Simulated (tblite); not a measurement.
Compound: C6H13P.
Geometry (GFN2-xTB, Å), atoms numbered from 1 in this order:
```xyz
20
C6H13P angstrom
C     -1.961    1.557   -0.201
C     -2.011    0.232   -0.211
C     -3.181   -0.532   -0.754
P     -0.732   -0.822    0.572
C      0.809    0.159    0.219
C      2.048   -0.727    0.311
C      3.325    0.076    0.093
H     -2.756    2.154   -0.620
H     -1.132    2.102    0.219
H     -3.966    0.142   -1.090
H     -3.583   -1.191    0.016
H     -2.870   -1.157   -1.591
H     -0.602   -1.667   -0.541
H      0.875    0.956    0.966
H      0.736    0.621   -0.770
H      1.983   -1.520   -0.438
H      2.078   -1.205    1.293
H      3.426    0.848    0.853
H      4.197   -0.572    0.144
H      3.311    0.557   -0.883
```

Calculated harmonic vibrations of the isolated species, GFN2-xTB (tblite), most abundant isotopes, no scaling. This tight-binding method is rough: wavenumbers can miss measured ones by several per cent, in bad cases by 10 to 20. Modes of hydrogen on phosphorus can be 10 to 20 % off. One conformer, not necessarily the lowest.

Harmonic wavenumbers (cm⁻¹): 39.6, 76.4, 87.6, 115.0, 120.6, 233.9, 248.2, 278.6, 347.7, 381.0, 418.1, 641.0, 667.4, 714.6, 764.5, 803.4, 866.3, 886.6, 905.2, 944.0, 948.9, 1001.7, 1037.7, 1042.3, 1082.7, 1111.8, 1189.8, 1213.6, 1222.1, 1269.1, 1338.5, 1393.6, 1413.5, 1415.7, 1454.3, 1470.9, 1478.8, 1492.7, 1502.8, 1505.1, 1684.2, 2220.3, 2935.3, 2945.7, 2958.6, 2974.3, 2990.8, 3006.7, 3027.2, 3027.4, 3030.6, 3036.3, 3080.5, 3117.6.

A = 5017, B = 937.7, C = 843.7 MHz; mass 116.075 u (most abundant isotopes); point group C1, symmetry number 1.

Q: What is the zero-point energy?

A: Half the sum of the wavenumbers: 37580 cm⁻¹ = 107.45 kcal/mol.

Q: Give the ideal-gas entropy at 350 K and 1 bar in the rigid-rotor, harmonic-oscillator model (classical rotation).

A: Translation 40.99, rotation 29.26, vibration 35.42: S = 105.7 cal/(mol K).

Q: And Cp and H(350 K) − H(0)?

A: Cp = 42.44 cal/(mol K), of which vibrations give 34.49 (their classical limit is 54 R = 107.3); H(350 K) − H(0) = 9.02 kcal/mol without the zero-point energy, 6.24 from vibrations.

Q: How do the functions run with temperature in this model?

A: 
| T (K) | S (cal/(mol K)) | Cp (cal/(mol K)) | H − H(0) (kcal/mol) | G − H(0) (kcal/mol) | ln q(vib) |
| --- | --- | --- | --- | --- | --- |
| 150 | 79.0 | 23.9 | 2.46 | -9.38 | 3.52 |
| 250 | 93.2 | 32.6 | 5.27 | -18.01 | 6.26 |
| 298.15 | 99.3 | 37.3 | 6.95 | -22.65 | 7.52 |
| 400 | 111.7 | 47.3 | 11.27 | -33.40 | 10.13 |
| 600 | 134.1 | 63.5 | 22.43 | -58.01 | 15.15 |
| 900 | 163.2 | 79.9 | 44.14 | -102.73 | 22.31 |

q(vib) and H(0) count from the zero-point level.

Q: Which modes carry the vibrational entropy at 350 K?

A: 39.6 cm⁻¹: 5.60; 76.4 cm⁻¹: 4.30; 87.6 cm⁻¹: 4.03; 115.0 cm⁻¹: 3.49; 120.6 cm⁻¹: 3.40; 233.9 cm⁻¹: 2.14 cal/(mol K); the other 48 give 12.47 together.

Q: What must be added to the electronic energy to get the Gibbs energy at 350 K and 1 bar?

A: ZPE + [H(350 K) − H(0)] − T·S = 107.45 + 9.02 − 36.98 = 79.49 kcal/mol.

Hindered rotation and anharmonicity are outside this model. Other conformers, if any are populated, would add a mixing term that is left out. The structure is chiral; the term R ln 2 for an equal mix with its mirror image is left out.
